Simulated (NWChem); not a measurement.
Molecule: HSeOF; SMILES [Se](O)F

```xyz
4

Se     0.4010     0.0123     0.0053
F     -0.6847    -1.4167     0.0104
O     -0.7991     1.3517     0.0721
H     -1.0802     1.5206    -0.8518
```
Atoms are numbered in this order, from 1.

All runs: NWChem. Pople sets run with spherical d functions. Structure relaxed at the PBE-D3(BJ)/def2-SVP level. Level M06-2X/6-31G*: energy and gradient on several grids; changes count from the extra-fine grid, which is no exact limit either.

```
grid     size of the energy change (μHa)  largest change of a gradient component (μHa/bohr)
-------  -------------------------------  -------------------------------------------------
xcoarse                            30000                                               4000
coarse                                10                                                400
medium                              < 10                                                200
fine                                < 10                                                 40
xfine                               < 10                                               < 30
```
